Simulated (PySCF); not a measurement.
# Assignment exercise: C5H8Cl2OSi

Molfile (atoms numbered from 1):
```
C5H8Cl2OSi
     RDKit          3D

 17 17  0  0  0  0  0  0  0  0999 V2000
    2.7896   -0.0379    0.4252 C   0  0  0  0  0  0  0  0  0  0  0  0
    2.0107    1.1241    0.4096 O   0  0  0  0  0  0  0  0  0  0  0  0
    0.4957    1.3534    0.9351 Si  0  0  1  0  0  4  0  0  0  0  0  0
    0.1097    3.2134    0.3144 Cl  0  0  0  0  0  0  0  0  0  0  0  0
   -0.7165    0.1672    0.1308 C   0  0  0  0  0  0  0  0  0  0  0  0
   -0.9047   -1.1586    0.1672 C   0  0  0  0  0  0  0  0  0  0  0  0
   -0.1315   -2.4297    1.0056 Cl  0  0  0  0  0  0  0  0  0  0  0  0
   -2.0541   -1.1963   -0.7901 C   0  0  0  0  0  0  0  0  0  0  0  0
   -1.8697    0.3402   -0.8469 C   0  0  0  0  0  0  0  0  0  0  0  0
    2.2509   -0.8711   -0.0294 H   0  0  0  0  0  0  0  0  0  0  0  0
    3.6968    0.1633   -0.1442 H   0  0  0  0  0  0  0  0  0  0  0  0
    3.0543   -0.3062    1.4498 H   0  0  0  0  0  0  0  0  0  0  0  0
    0.4111    1.2624    2.3913 H   0  0  0  0  0  0  0  0  0  0  0  0
   -2.9990   -1.5374   -0.3715 H   0  0  0  0  0  0  0  0  0  0  0  0
   -1.8627   -1.7221   -1.7239 H   0  0  0  0  0  0  0  0  0  0  0  0
   -1.5834    0.7317   -1.8197 H   0  0  0  0  0  0  0  0  0  0  0  0
   -2.7042    0.9155   -0.4541 H   0  0  0  0  0  0  0  0  0  0  0  0
  1  2  1  0
  2  3  1  0
  3  4  1  0
  3  5  1  0
  5  6  2  0
  6  7  1  0
  6  8  1  0
  8  9  1  0
  9  5  1  0
  1 10  1  0
  1 11  1  0
  1 12  1  0
  3 13  1  1
  8 14  1  0
  8 15  1  0
  9 16  1  0
  9 17  1  0
M  END
```

[PySCF: GFN2-xTB geometry; shieldings: GIAO PBE0/pcSseg-1; in vacuum; averaged over atoms made equivalent by symmetry, fast rotation or ring inversion; non-relativistic; a single conformation]

Scale: $^{13}$C (σref 186.93), $^{1}$H (σref 31.72) vs TMS (reference shieldings calculated alike).

Question: Assign these signals to the numbered atoms. $^{13}$C{$^{1}$H} NMR (computed): δ 156.9, 152.8, 53.4, 41.1, 28.8.

Answer: 
| δ (ppm) | atoms | environment | reason |
| --- | --- | --- | --- |
| 156.9 | C6 | fully substituted alkene carbon | as expected for a trigonal carbon in a double bond |
| 152.8 | C5 | fully substituted alkene carbon | – |
| 53.4 | C1 | methyl carbon bonded to O | pulled downfield by the heteroatom |
| 41.1 | C8 | allylic sp3 CH2 | aliphatic region, no heteroatom directly attached |
| 28.8 | C9 | allylic sp3 CH2 | – |

Question: Assign these signals to the numbered atoms. $^{1}$H NMR (600 MHz, computed): δ 5.50 (s, 1H), 4.02 (s, 3H), 2.93 (m, 1H), 2.88 (m, 1H), 2.56 (m, 1H), 2.46 (m, 1H).

Answer: 
5.50 → H13, hydrogen on a silicon bonded to C, Cl, O
4.02 → H10/H11/H12, hydrogen on a methyl carbon bonded to O: its carbon carries O, an electronegative neighbour
2.93 → H15, hydrogen on an allylic sp3 CH2: allylic position
2.88 → H14, hydrogen on an allylic sp3 CH2
2.56 → H16, hydrogen on an allylic sp3 CH2
2.46 → H17, hydrogen on an allylic sp3 CH2

H15 and H14; H16 and H17 lie closer than the usual error of such a calculation, so a measured spectrum could show them in the other order.

Carbons that carry Cl, above all several Cl atoms, come out too deshielded, partly because spin–orbit coupling is missing. Shifts are as computed. Against solution values, carbons near 30 ppm lie about +3 ppm off and those near 130 ppm about +5 ppm; carbons on Cl a further +6 ppm. Of 1211 compounds with measured shifts, 218 miss one by over three times the rms of a fit or turn the order of signals round; such compounds aren't used in these exercises. No couplings were computed; multiplicities are counted from neighbouring protons, with m where these are inequivalent, close in shift, in a saturated or five-membered ring or joined by F or P, and br s for small geminal =CH2 splittings.
